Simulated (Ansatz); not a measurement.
Basis-set extrapolation for C$_{8}$H$_{10}$O$_{2}$S (`Cc1ccc(S(C)(=O)=O)cc1`) (PBE0-D4/def2-TZVP geometry, frozen core, Ansatz). Multiplicity 1, RHF reference.

```tsv
	def2-TZVPP	def2-QZVPP
HF	-856.190988	-856.224658
MP2 correlation	-1.951586	-2.089743
CCSD(T) correlation	-2.086117	not run
```

Energies in hartree. Use E(X) = E(∞) + A·exp(−7.88·√X) for Hartree–Fock and E(X) = E(∞) + B·X^(−2.97) for correlation, with X = 3 and 4, and add CCSD(T) minus MP2 of the smaller set to the MP2 limit.

Problem. What is the CCSD(T) energy at the basis-set limit?

Solution. HF limit: -856.224658 + (-0.033670) × 0.13774 = -856.22930. MP2 limit: -2.089743 + (-0.138157) × 0.74074 = -2.19208. Higher-order term: -2.086117 − (-1.951586) = -0.13453. Total: -858.55591 hartree, 732.0 kJ/mol below CCSD(T)/def2-TZVPP.
